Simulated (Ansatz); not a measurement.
C2H5Te (SMILES [CH2][Te]C), doublet, geometry from GFN2-xTB (core potentials on Te), with bond 5-1 at 1.8 times its length; PBE/def2-SV(P) (Ansatz, an electronic-structure program).

Here is a job for Ansatz.
Ansatz 0.2 input:
```yaml
crystal:
  periodic: [false, false, false]
  atoms:
    - {symbol: C, position_ang: [1.63628114, -0.16585437, -0.82904269]}
    - {symbol: Te, position_ang: [-0.01981550, -0.03540149, 0.37245588]}
    - {symbol: C, position_ang: [-1.36879903, 0.28716843, -1.27405793]}
    - {symbol: H, position_ang: [2.58924560, -0.26141333, -0.34204773]}
    - {symbol: H, position_ang: [1.62315153, 0.77392658, -2.52199219]}
    - {symbol: H, position_ang: [-1.14282571, 1.22687019, -1.76038651]}
    - {symbol: H, position_ang: [-1.26973041, -0.52249177, -1.98431422]}
    - {symbol: H, position_ang: [-2.38016302, 0.31378203, -0.89278368]}
basis:
  gaussian:
    orbitals: def2-SV_P_.json
hamiltonian:
  xc: pbe
magnetization: {spin_polarized: true, initial_magnetization: 1}
scf: {lower_state_search: standard}
```
The basis file holds def2-SV(P) in the JSON format of the Basis Set Exchange.

The log (banner, timings and long lists left out):

```
Functional definition: PBE
886 factors; their error is unknown
mean field evaluation 1: about -9419.7613 eV, gradient 5.7e1 eV
mean field evaluation 2: about -9360.7294 eV, gradient 9.0e1 eV
mean field evaluation 4: about -9436.1747 eV, gradient 1.9e1 eV
mean field evaluation 8: about -9438.3864 eV, gradient 2.8e-1 eV
mean field evaluation 16: about -9438.3651 eV, gradient 2.3e-3 eV
mean field evaluation 32: about -9438.1884 eV, gradient 3.8e0 eV
mean field -9438.36507029 eV, -346.8535187795 hartree, gradient 5.2e-5 eV, S^2 0.755933; 3 other end points of the search recorded, 0 dependent functions left out
reference -9438.36510365 eV, -346.8535200054 hartree; 21, 20 occupied and 43, 44 virtual orbitals, 886 factors
Total energy: -9438.36510365 eV, -346.8535200054 hartree
```
